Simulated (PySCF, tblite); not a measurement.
Compound: C6H15PS.
SMILES with atom numbers: `[CH3:1][CH2:2][C:3]([CH3:4])([CH3:5])[P@@H:6]([CH3:7])=[S:8]` (hydrogens: H9, H10, H11 on C1; H12, H13 on C2; H14, H15, H16 on C4; H17, H18, H19 on C5; H20 on P6; H21, H22, H23 on C7)

Structure optimised with GFN2-xTB, isolated species.

**Question.** What internal coordinates does the optimisation give?

**Answer.** 
```csv
bond,length (pm)
C1–C2,152.4
C2–C3,153.3
C3–C4,152.7
C3–C5,152.8
C3–P6,187.3
P6–C7,183.3
P6=S8,193.2
"C1–H9, C1–H10, C1–H11",108.8
C2–H12,109.3
C2–H13,109.4
"C4–H14, C4–H15, C4–H16",108.9
"C5–H17, C5–H18, C5–H19",108.9
P6–H20,139.8
"C7–H21, C7–H22, C7–H23",108.9
```

Bonds in one row agree within 1 pm and their mean is given. A selection of angles:
```csv
angle,degrees
C2–C1–H9,111.2
C2–C1–H11,109.6
H9–C1–H10,108.6
H9–C1–H11,108.0
C1–C2–C3,115.6
C1–C2–H12,109.1
C1–C2–H13,108.7
C3–C2–H12,108.9
C3–C2–H13,107.2
H12–C2–H13,107.0
C2–C3–C4,112.2
C2–C3–C5,109.4
C2–C3–P6,113.7
C4–C3–C5,109.9
C4–C3–P6,105.2
C5–C3–P6,106.2
C3–C4–H14,109.7
C3–C4–H15,110.7
H14–C4–H15,108.6
H14–C4–H16,107.9
C3–C5–H17,110.1
C3–C5–H18,110.5
H17–C5–H18,108.4
C3–P6–C7,108.4
C3–P6–S8,115.7
C3–P6–H20,102.3
C7–P6–S8,113.5
C7–P6–H20,102.0
S8–P6–H20,113.5
P6–C7–H21,107.0
P6–C7–H23,112.9
H21–C7–H22,108.2
H21–C7–H23,110.0
```

Dihedral angles: C1–C2–C3–C4 -61° (synclinal); C2–C3–P6–C7 44° (synclinal).

The 2 C–P bonds span 1.833 Å (P6–C7, drawn single) to 1.873 Å (C3–P6, drawn single), a spread of 0.040 Å. Of the pairs four or more bonds apart, H9···H16 is among the closest relative to their van der Waals radii: 2.27 Å, 95 % of the sum of Bondi's values. P6 (phosphorus bonded to 2 C, S and H) is distorted tetrahedral (angles from 102.0° to 115.7°).

Point group: C1 (no symmetry element, even within 0.4 Å). Its GFN2-xTB frequencies are all real (lowest 56 cm⁻¹). One conformer, not necessarily the lowest.

These are computed values.
